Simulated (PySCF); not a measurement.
## How methods differ on the ionisation energy of Mn⁺

Mn⁺ [Ar] 3d5 4s1 (7S) → Mn²⁺ [Ar] 3d5 (6S), as a difference of total energies. Calculation: PySCF 2.14, in cc-pVTZ; the non-relativistic Hamiltonian (point nucleus). Correlated levels: valence: [Ar] frozen. The calculations carry no spin-orbit coupling.

```csv
method,ionisation energy (eV)
UHF,14.692
M06-2X,15.328
TPSS,15.845
MP2 (valence),15.119
SCS-MP2 (valence),14.835
```

**Question.** How much does correlation contribute at MP2 (valence)?

**Answer.** 15.119 − (14.692) = 0.427 eV, measured against UHF.

These non-relativistic numbers lack the scalar-relativistic shift.

Errors of the correlated levels include the incompleteness of this basis and the frozen core.

For comparison: 15.640 eV (measured; NIST Atomic Spectra Database, ionization energies).
